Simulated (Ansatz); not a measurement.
System: InF₂, net charge 0, doublet state. It need not be the lowest isomer of its formula. SMILES: [F][In][F]
Geometry from a B3LYP-D3(BJ)/def2-TZVP (Ansatz, an electronic-structure program) optimisation:
```
In
F 1 1.9759
F 1 1.9759 2 117.83
```
Charge 0, spin multiplicity 2.

Wanted: vertical ionisation energy (to the singlet state of charge +1; each state is the SCF solution reached for its spin), in eV. Valence correlation only, unless marked. Open shells are spin-unrestricted. No spin-orbit coupling. Frozen are the shells of the preceding noble gas and the d and f shells that filled before the atom's block. Past Kr the def2 sets carry scalar-relativistic core potentials. CBS marks a two-point X^-3 extrapolation of the correlation energy; Hartree-Fock from the larger set. [CCSD(T)-MP2]/basis is that difference in the basis named.

```csv
level,program,vertical ionisation energy (eV)
HF/def2-SVPD,Ansatz,10.09
HF/def2-TZVPPD,Ansatz,9.90
HF/def2-QZVPPD,Ansatz,9.87
SVWN5/def2-TZVPD,Ansatz,10.33
```

**Question.** What does RI-MP2/CBS(def2-TZVPPD,def2-QZVPPD)+[CCSD(T)-MP2]/def2-TZVPPD (Ansatz) give?

**Answer.** 9.73 eV, so SVWN5/def2-TZVPD differs from it by 0.60 eV.
